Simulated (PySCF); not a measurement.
B(OH)(OMe)2 (C₂H₇BO₃), SMILES COB(O)OC.

Geometry optimised at PBE0-D3(BJ)/def2-SVP. One conformer was computed; it need not be the lowest.

Method: PBE0-D3(BJ)/def2-SVP in PySCF.

Harmonic, unscaled wavenumbers; measured fundamentals usually lie a few per cent lower.

Problem. Estimate the vibrational spectrum. (The exact figures need the calculation; the answer reports its results.)

Solution. 
```
mode  ν (cm⁻¹)  IR (km/mol)  moving atoms (share of kinetic energy)
----  --------  -----------  --------------------------------------
1           14          0.1                                  H 96 %
2           32          0.1                                  H 97 %
3          125         15.1                  O 49 %, H 24 %, C 22 %
4          175          0.5                  O 66 %, H 18 %, C 15 %
5          186          5.2                  C 44 %, H 28 %, O 23 %
6          261          7.0                  O 43 %, C 32 %, H 24 %
7          454          6.2                  O 56 %, H 21 %, C 18 %
8          522         87.9                           H 88 %, O 9 %
9          546          5.9           O 68 %, C 13 %, H 11 %, B 8 %
10         683         79.6                          B 79 %, O 19 %
11         806          4.2                  O 74 %, C 15 %, H 10 %
12         982        184.9                   H 68 %, O 17 %, C 9 %
13        1144         28.1                  O 40 %, C 33 %, H 21 %
14        1173          5.8                  H 43 %, O 29 %, C 28 %
15        1183          0.6                          H 76 %, C 19 %
16        1185          3.1                          H 75 %, C 19 %
17        1202          0.4                          H 71 %, C 20 %
18        1240         20.7                  O 40 %, H 32 %, C 23 %
19        1420        435.2          H 52 %, B 25 %, C 13 %, O 10 %
20        1440        196.0          H 51 %, B 29 %, C 10 %, O 10 %
21        1468         28.4                                  H 95 %
22        1471          6.3                                  H 97 %
23        1477         24.6                                  H 95 %
24        1480          7.2                                  H 96 %
25        1512        266.6                  H 42 %, B 38 %, O 18 %
26        1548        347.5                  B 41 %, H 38 %, O 19 %
27        3039         86.1                                  H 97 %
28        3041         22.3                                  H 97 %
29        3126         22.9                          H 90 %, C 10 %
30        3128         35.1                          H 90 %, C 10 %
31        3155         31.6                          H 90 %, C 10 %
32        3155         16.7                          H 90 %, C 10 %
33        3923         94.0                                  H 94 %
```
